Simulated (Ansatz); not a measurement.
Energy difference R1 → P1 + P2, each structure at its B3LYP-D3(BJ)/def2-TZVP stationary point, reached from a drawn start (curvature not checked).
R1: C2H6Cd (SMILES [CH3][Cd][CH3]), charge 0, multiplicity 1.
P1, CH3Cd (SMILES [CH3][Cd]) (charge 0, multiplicity 2, Z-matrix in Å and degrees):
```
C
H 1 1.0863
H 1 1.0863 2 112.94
H 1 1.0863 2 112.94 3 129.69
Cd 1 2.3265 2 105.73 4 115.16
```
P2, CH3 (SMILES [CH3]) (charge 0, multiplicity 2, Z-matrix in Å and degrees):
```
C
H 1 1.0790
H 1 1.0790 2 120.00
H 1 1.0790 2 120.00 3 -179.96
```

P less R. No zero-point or thermal terms; singlets are restricted closed shells; open shells are unrestricted; no spin–orbit coupling. The spin states of the d-block species are the ones drawn and need not be the lowest.

Correlated levels freeze the cores.

Programs: Ansatz (a first-principles code) with Gaussian orbitals. Each number belongs to the level named beside it. Elements past Kr take the def2 small-core potentials, without spin–orbit coupling.

Total energies in hartree:

```
structure  PBE/def2-TZVPP  PBE0/def2-TZVPP  CCSD(T)/def2-QZVPP
---------  --------------  ---------------  ------------------
R1            -247.486357      -247.491216         -247.012663
P1            -207.596432      -207.591844         -207.137136
P2             -39.788964       -39.799959          -39.772674
```

Task: Work out the reaction energy at each level in kJ/mol (1 hartree = 2625.49964 kJ/mol), and say how far PBE/def2-TZVPP lies from CCSD(T)/def2-QZVPP.

Result: 
- PBE/def2-TZVPP: (-207.596432) + (-39.788964) − (-247.486357) = 0.100961 hartree = 265.1 kJ/mol
- PBE0/def2-TZVPP: (-207.591844) + (-39.799959) − (-247.491216) = 0.099413 hartree = 261.0 kJ/mol
- CCSD(T)/def2-QZVPP: (-207.137136) + (-39.772674) − (-247.012663) = 0.102853 hartree = 270.0 kJ/mol
PBE/def2-TZVPP less CCSD(T)/def2-QZVPP: -4.9 kJ/mol. CCSD(T)/def2-QZVPP is the level counted from, the highest shown, and no exact or measured value.
